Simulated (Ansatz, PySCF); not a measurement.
Dimer: H2O (SMILES O) (first 3 atoms) with CHN (SMILES C#N); geometry from B3LYP-D3(BJ)/def2-TZVP, rigid monomers moved along the line of their centres of mass till O1···H6 is 2.31 Å.
(charge 0, multiplicity 1):
```
atom    x (Å)    y (Å)    z (Å)
----  -------  -------  -------
O     -0.0834  -0.0777  -0.1033
H      0.7091  -0.2325  -0.6277
H     -0.8282  -0.2309  -0.6938
C     -0.2307  -0.2785   3.2748
N     -0.2796  -0.3653   4.4176
H     -0.1846  -0.2003   2.2015
```

Counterpoise-corrected where a basis set is named; no monomer relaxation.

Cores are frozen in the correlated methods. CBS: X⁻³ extrapolation of the correlation energy, Hartree–Fock from the larger set.

Codes used: Ansatz (a first-principles code); PySCF for the dispersion terms. Values without a source in brackets are computed.

PBE/def2-TZVPPD gives -4.47 kcal/mol for the interaction energy.

Question: How do the other levels lie against it? Give each less PBE: PBE-D3(BJ)/def2-TZVPPD, r2SCAN/def2-TZVPPD, B3LYP/def2-TZVPPD, wB97M-V/def2-TZVPPD, MP2/CBS(aug-cc-pVDZ, aug-cc-pVTZ), CCSD(T)/CBS(aug-cc-pVDZ, aug-cc-pVTZ).

Answer: PBE-D3(BJ)/def2-TZVPPD -0.35; r2SCAN/def2-TZVPPD -0.02; B3LYP/def2-TZVPPD 0.14; wB97M-V/def2-TZVPPD -0.31; MP2/CBS(aug-cc-pVDZ, aug-cc-pVTZ) -0.22; CCSD(T)/CBS(aug-cc-pVDZ, aug-cc-pVTZ) -0.26 kcal/mol. 1 of 6 lie above PBE; the widest gap is to PBE-D3(BJ)/def2-TZVPPD.
